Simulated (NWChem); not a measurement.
# SnNH3, singlet; SMILES [SnH][NH2]

All runs: NWChem. Low-valent species are run as closed-shell singlets; no triplet was tried in these runs. All runs use the structure optimised with PBE0/def2-SVP. def2 effective core potentials on Sn; no spin-orbit coupling. Ions are spin-unrestricted doublets at the neutral geometry; other ion states weren't tried. Functional: LC-ωPBE (HJS hole) with def2-SVP; the question gives the range parameter ω in 1/bohr.

Q: Predict the results for range parameter (1/bohr) 0.30. Quantities: vertical ionisation energy, ΔSCF (eV); −ε(HOMO) (eV).

A: 
```json
{
  "vertical ionisation energy, ΔSCF (eV)": "8.71",
  "−ε(HOMO) (eV)": "8.48"
}
```
